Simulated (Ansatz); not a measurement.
Coupled-cluster diagnostics for (H3Ge)2S (Ge₂H₆S), Ansatz.

Geometry of the singlet (B3LYP-D4/def2-SVP):

```xyz
9

Ge   -0.659    0.826    1.352
H    -2.010    0.746    0.611
H    -0.874    0.845    2.875
H     0.103    2.087    0.893
S     0.564   -1.016    0.942
Ge    0.690   -0.883   -1.299
H    -0.719   -0.973   -1.921
H     1.351    0.447   -1.719
H     1.553   -2.080   -1.734
```

Correlated methods freeze 23 core orbitals; core or outer-core shells of Ge are correlated, in sets that lack core-valence functions.

Question: Estimate the CCSD(T) correlation energy, the shares of MP2 and (T), T1 and the reference's ⟨S²⟩ for: charge 0, singlet, own geometry in def2-TZVP; and the rough time on 4 threads of Intel Xeon 6975P-C on a shared host.

Answer: 
```json
{"state": "charge 0, singlet, own geometry", "basis": "def2-TZVP", "correlation (eV)": "-20.414", "MP2 share (%)": "90.7", "(T) share (%)": "3.7", "T1": "0.012", "⟨S²⟩ (pure)": "0.00 (0.00)", "wall time": "10 s"}
```
Customary marks for T1 are 0.02 (closed shells), 0.045 (open shells) and about 0.05 (3d metals). T1 stays under 0.02 throughout.
